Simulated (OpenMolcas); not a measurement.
## W IV: from CASSCF to CASPT2

| Quantity | Value |
| --- | --- |
| Program | OpenMolcas |
| Basis | ANO-R3 [9s7p6d4f3g2h] |
| Scalar Hamiltonian | X2C, finite nucleus |
| Active space | 3 electrons in 5 orbitals (5d) |
| State averaging | 2S+1 = 4 even, 10 roots; 2S+1 = 2 even, 40 roots (35 in the spin-orbit step) |
| Spin-orbit coupling | RASSI with atomic mean-field integrals over the reference wave functions, term energies averaged over their components |

Methods on the same reference wave functions:
A. CASSCF
B. SS-CASPT2, IPEA 0.25 Eh, imaginary shift 0.1 Eh (closed shells correlated: 5s 5p)

Energies in cm⁻¹ above 5d³ ⁴F_3/2, the measured ground level; measured values from the list in J. Phys. B 45, 035001 (2012).

```json
{"Level": "5d³ ⁴F_3/2", "A": "0.0", "B": "0.0", "Measured": "0.0"}
{"Level": "5d³ ⁴F_5/2", "A": "3270", "B": "3520", "Measured": "3537"}
{"Level": "5d³ ⁴F_7/2", "A": "6627", "B": "6790", "Measured": "6745"}
{"Level": "5d³ ⁴F_9/2 [70 %]", "A": "9564", "B": "9260", "Measured": "9256"}
{"Level": "5d³ ⁴P_1/2 [70 %]", "A": "14697", "B": "12720", "Measured": "11773"}
{"Level": "5d³ ²G_7/2", "A": "17794", "B": "15400", "Measured": "15261"}
{"Level": "5d³ ²H_9/2 [55 %]", "A": "18381", "B": "16110", "Measured": ""}
{"Level": "5d³ ⁴P_5/2", "A": "19744", "B": "18130", "Measured": "17190"}
{"Level": "5d³ ²P_1/2 [70 %]", "A": "23462", "B": "20390", "Measured": "18365"}
{"Level": "5d³ ²H_11/2", "A": "24974", "B": "21980", "Measured": "22223"}
{"Level": "5d³ ²G_9/2 [52 %]", "A": "26899", "B": "24330", "Measured": ""}
{"Level": "5d³ ²D_5/2", "A": "27710", "B": "24140", "Measured": "22766"}
{"Level": "5d³ ²P_3/2 [57 %]", "A": "31022", "B": "27600", "Measured": "25168"}
{"Level": "5d³ ²F_7/2", "A": "34788", "B": "29680", "Measured": ""}
```

Deviations, from unrounded energies. A percentage is the sum of absolute deviations over the sum of measured energies, with the sign that they share, or ± where signs differ.

```json
{"Against measurement": "mean absolute deviation (cm-1)", "Levels": "10", "A": "2700", "B": "820"}
{"Against measurement": "fine structure of the ground term (%)", "Levels": "3", "A": "±3.5", "B": "±0.3"}
{"Against measurement": "other terms of the ground configuration (%)", "Levels": "7", "A": "+20.1", "B": "±6.1"}
```

B lies closest to measurement on these levels. The largest miss of B in the table is 5d³ ²P_3/2 [57 %], by +2400 cm-1. The ranking rests on the paired levels alone, and a cruder setting can come out closer through cancelling errors.

From A to B the spin-free energies of the other terms of 5d³ shown, above ⁴F, scale by factors of 0.75 to 0.84, as is usual when dynamic correlation screens the repulsion within a d or f shell.

The lowest spin-free term lies below A's lowest term by 0.268 hartree in B.

CASPT2 does not keep the components of a term degenerate, so their means are used; among the terms shown or strongly mixed into the levels shown the widest spread is 1300 cm-1 (5d³ ²H, B). Some high roots are left out of the spin-orbit mixing, which shifts the levels that they would mix with. Without dynamic correlation excited terms often stand tens of per cent too high (terms of higher spin than the ground term too low), and those without a measured partner can miss by more than the paired ones (holds for A). Some levels mix across a computed gap that differs much from the measured one, so their mixing is not that of the real levels (holds for A). The CASPT2 spread within a term exceeds the gap to the next term for 5d³ ²P and 5d³ ²H, 5d³ ²H and 5d³ ²D, so the order of their levels is uncertain (holds for B). Measured partners are found by configuration, term and J. A level has none where our copy of the source lacks it or the pairing is in doubt (some pairs that miss far off the trend of their configuration count as doubtful), and it then counts in no deviation. Levels of configurations outside the active space are missing. The table leaves out levels that lie high or whose names do not pair safely across all columns.

A share in square brackets marks a mixed level and gives the weight of the term that names it, the lowest over the columns.
